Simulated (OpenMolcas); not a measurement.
The numbers below are computed, except where a source is named.
# Ir6+: input and output

Ir6+ among 6 point charges of -1.7 e arranged as a tetragonal octahedron (D4h), 2.16 Å from the ion, with the axial distance 2.246 Å. With inversion symmetry the input lists one of each pair of outer charges.

Input:

```
&GATEWAY
Coord
1

Ir 0.0 0.0 0.0
Basis=ANO-RCC-VDZP
Group=XYZ
NoMove
AngMom=0.0 0.0 0.0
AMFI
XField
3 Angstrom 0
2.160000 0.000000 0.000000 -1.700000
0.000000 2.160000 0.000000 -1.700000
0.000000 0.000000 2.246400 -1.700000
&SEWARD
&RASSCF
FileOrb=start.orb
Symmetry=1
Spin=4
nActEl=3 0 0
Inactive=15 19
Ras2=5 0
CIRoot=10 10 1
SDav=10
CIMx=300
Iter=120 100
PrWF=0.3
OrbListing=Nothing
MaxOrb=0
>>> COPY $Project.JobIph JOB001
&RASSCF
FileOrb=start.orb
Symmetry=1
Spin=2
nActEl=3 0 0
Inactive=15 19
Ras2=5 0
CIRoot=40 40 1
SDav=40
CIMx=300
Iter=120 100
PrWF=0.3
OrbListing=Nothing
MaxOrb=0
>>> COPY $Project.JobIph JOB002
&RASSI
NrOfJobIphs=2 10 40
1 2 3 4 5 6 7 8 9 10
1 2 3 4 5 6 7 8 9 10 11 12 13 14 15 16 17 18 19 20 21 22 23 24 25 26 27
28 29 30 31 32 33 34 35 36 37 38 39 40
IphNames
JOB001
JOB002
EJob
SpinOrbit
DIPRint=1.0
SOCoupling=1000.0
Subsets=2
Property=9
'ANGMOM' 1 'ANGMOM' 2 'ANGMOM' 3 'MLTPL  1' 1 'MLTPL  1' 2 'MLTPL  1' 3
'AMFI' 1 'AMFI' 2 'AMFI' 3
SOProperty=3
'ANGMOM' 1 'ANGMOM' 2 'ANGMOM' 3
```

Launched by
```bash
OMP_NUM_THREADS=1 MOLCAS_MEM=1689 MOLCAS_PROJECT=a pymolcas a.inp > a.log  # once for each step of the input, in one work folder
```

A driver script runs the steps one by one and writes start.orb anew before each from the orbitals found so far.

Output, cut to the results:

```
--- SEWARD ---
Basis set label: IR.ANO-RCC...7S6P4D2F.

      Electronic valence basis set:
      ------------------
      Associated Effective Charge  77.000000 au
      Associated Actual Charge     77.000000 au
      Nuclear Model: Point charge

      Shell  nPrim  nBasis  Cartesian Spherical Contaminant
         s      24       7        X
         p      21       6        X
         d      15       4                 X
         f      11       2                 X
                  Relativistic Douglas-Kroll-Hess integrals:
                    - DKH order of Hamiltonian: 2
                    - DKH order of Properties : 0
                  Atomic mean-field integrals
--- RASSCF ---
Wave function specifications:
      -----------------------------

      Number of closed shell electrons          68
      Number of electrons in active shells       3
      Max number of holes in RAS1 space          0
      Max nr of electrons in RAS3 space          0
      Number of inactive orbitals               34
      Number of active orbitals                  5
      Number of secondary orbitals              20
      Spin quantum number                      1.5
      State symmetry                             1
Orbital specifications:
      -----------------------

      Symmetry species                           1   2
                                                ag  au
      Frozen orbitals                            0   0
      Inactive orbitals                         15  19
      Active orbitals                            5   0
      RAS1 orbitals                              0   0
      RAS2 orbitals                              5   0
      RAS3 orbitals                              0   0
      Secondary orbitals                         7  13
      Deleted orbitals                           0   0
      Number of basis functions                 27  32
      Number of CSFs                            10
      Number of root(s) required                10
      Iter CI   SX   CI       RASSCF       Energy    max ROT     max BLB   max BLB  Level Ln srch  Step   QN
          iter iter root      energy       change     param      element    value   shift minimum  type update
 Nr of preliminary CI iterations:   1
      Total energies have been shifted. Add               -17000.00 au
        1   1    7    0  -816.66072952    0.00E+00   2.69E-01*  18  21 2  4.89E-01*  0.00   0.00    SX    NO
        2   1    6    0  -817.26547436   -6.05E-01*  2.38E-02   11  27 2 -1.24E-01*  0.00   0.00    SX    NO
        3   1    6    0  -817.28234176   -1.69E-02*  4.63E-03   13  29 2  2.63E-02*  0.00   0.00    SX    NO
        4   1    5    0  -817.28298505   -6.43E-04*  2.41E-03   11  27 2 -8.47E-03*  0.00   0.00    SX    NO
        5   1    5    0  -817.28305868   -7.36E-05*  6.86E-04   13  29 2  2.92E-03*  0.00   0.74    QN   YES
        6   1    3    0  -817.28306922   -1.05E-05*  1.54E-06    8  24 2  1.64E-05   0.00   1.00    QN   YES
        7   1    2    0  -817.28306922   -2.36E-10   3.50E-07   19  25 2  7.15E-07   0.00   0.98    QN   YES
      Convergence after  7 iterations
        8   1    2    0  -817.28306922    2.91E-11   3.50E-07   19  25 2  9.49E-08   0.00   0.98    QN   YES
      Natural orbitals and occupation numbers for root  1
      sym 1:   1.000000   1.000000  -0.000000   1.000000  -0.000000
      Natural orbitals and occupation numbers for root  2
      sym 1:   1.000000   0.982103   0.017897   0.982103   0.017897
      Natural orbitals and occupation numbers for root  3
      sym 1:   0.982103   0.982103   1.000000   0.017897   0.017897
::    RASSCF root number  1 Total energy: -17817.32430411
::    RASSCF root number  2 Total energy: -17817.30735178
::    RASSCF root number  3 Total energy: -17817.30735178
::    RASSCF root number  4 Total energy: -17817.30543037
::    RASSCF root number  5 Total energy: -17817.29358366
::    RASSCF root number  6 Total energy: -17817.29294325
::    RASSCF root number  7 Total energy: -17817.29294325
::    RASSCF root number  8 Total energy: -17817.23912236
::    RASSCF root number  9 Total energy: -17817.23383083
::    RASSCF root number 10 Total energy: -17817.23383083
--- RASSCF ---
Wave function specifications:
      -----------------------------

      Number of closed shell electrons          68
      Number of electrons in active shells       3
      Max number of holes in RAS1 space          0
      Max nr of electrons in RAS3 space          0
...
--- RASSI ---
SPIN-FREE ENERGIES:
  (Shifted by EMIN (a.u.) =     -17817.3243041050)

 SF State       Relative EMIN(au)   Rel lowest level(eV)    D:o, cm**(-1)      L_eff

     1             0.0000000000        0.0000000000              0.0000         3.0
     2             0.0169523279        0.4612963430           3720.6059         3.0
     3             0.0169523279        0.4612963430           3720.6059         3.0
     4             0.0188737374        0.5135805592           4142.3066         3.0
     5             0.0307204408        0.8359457798           6742.3574         2.9
     6             0.0313608581        0.8533724224           6882.9128         3.0
     7             0.0313608581        0.8533724224           6882.9128         3.0
    11             0.0810651401        2.2058948379          17791.7417         4.0
    12             0.0817232000        2.2238015610          17936.1692         4.0
    13             0.0837739407        2.2796050581          18386.2548         4.1
    14             0.0837739407        2.2796050581          18386.2548         4.1
    15             0.0843429936        2.2950897758          18511.1474         4.1
     8             0.0851817409        2.3179132532          18695.2312         1.1
    10             0.0904732723        2.4619031566          19856.5881         1.0
     9             0.0904732723        2.4619031566          19856.5881         1.0
    16             0.0905744890        2.4646574044          19878.8026         4.0
    17             0.0947369187        2.5779228853          20792.3503         3.9
    18             0.0947369187        2.5779228853          20792.3503         3.9
    19             0.0951557663        2.5893203114          20884.2767         3.9
    20             0.1057260922        2.8769535319          23204.1951         4.2
    21             0.1057260922        2.8769535319          23204.1951         4.2
...
```

Spin-orbit levels above the lowest (labels of D4, the rotations of D4h):

```tsv
E (cm-1)	Degeneracy	Label	2S+1	g
0.0	2	E3/2	4 (84 %)	0.62 0.62 1.35
422.6	2	E1/2	4 (84 %)	0.36 1.13 1.13
7921	2	E3/2	4	2.16 2.16 3.72
8179	2	E1/2	4	1.34 3.34 3.34
9449	2	E3/2	4	0.85 1.21 1.21
14372	2	E3/2	4 (85 %)	0.88 3.77 3.77
14484	2	E1/2	4 (84 %)	1.54 1.54 5.49
14800	2	E1/2	4 (86 %)	1.86 3.25 3.25
15616	2	E3/2	4 (85 %)	2.50 3.15 3.15
17765	2	E3/2	4 (53 %)	1.99 3.26 3.26
17933	2	E1/2	4 (54 %)	1.75 1.75 5.60
18534	2	E1/2	4 (55 %)	2.72 2.72 3.20
18662	2	E3/2	4 (54 %)	1.90 1.90 3.74
20130	2	E1/2	4 (57 %)	4.03 4.03 4.96
21059	2	E3/2	4 (54 %)	1.64 1.64 3.43
21196	2	E1/2	4 (56 %)	1.51 1.51 2.52
22554	2	E1/2	4 (62 %)	1.77 1.77 2.51
28343	2	E1/2	2 (67 %)	1.30 1.30 3.49
28594	2	E3/2	2 (65 %)	0.62 3.22 3.22
28935	2	E1/2	2 (77 %)	1.44 1.44 2.10
```

Spin-orbit coupling mixes the spin-free states strongly: the lowest level takes only 31 % from its leading state, 4E, which lies 3721 cm-1 above the lowest spin-free state. Without dynamic correlation the repulsion within the d shell is too large (B by tens of per cent), so at a given field states of lower spin stand too high. This is an electrostatic model: the charges have no orbitals. No measured value stands beside these numbers.

The RASSCF and RASSI steps took 8.7 s on 1 thread of Arm Neoverse V2, on a shared host; the integral step is not counted.
